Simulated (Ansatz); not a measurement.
Basis-set extrapolation for C$_{3}$H$_{6}$OSSi (`C=C=C(S)O[SiH3]`) (PBE0-D4/def2-TZVP geometry, frozen core, the Gaussian-basis code of Ansatz). Multiplicity 1, RHF reference.

```tsv
	def2-TZVPP	def2-QZVPP
HF	-878.479367	-878.508503
MP2 correlation	-1.001777	-1.075606
CCSD(T) correlation	-1.101762	not run
```

Energies in hartree. Use E(X) = E(∞) + A·exp(−7.88·√X) for Hartree–Fock and E(X) = E(∞) + B·X^(−2.97) for correlation, with X = 3 and 4, and add CCSD(T) minus MP2 of the smaller set to the MP2 limit.

Problem. What is the CCSD(T) energy at the basis-set limit?

Solution. HF limit: -878.508503 + (-0.029136) × 0.13774 = -878.51252. MP2 limit: -1.075606 + (-0.073829) × 0.74074 = -1.13029. Higher-order term: -1.101762 − (-1.001777) = -0.09998. Total: -879.74279 hartree, 101.4 kcal/mol below CCSD(T)/def2-TZVPP.
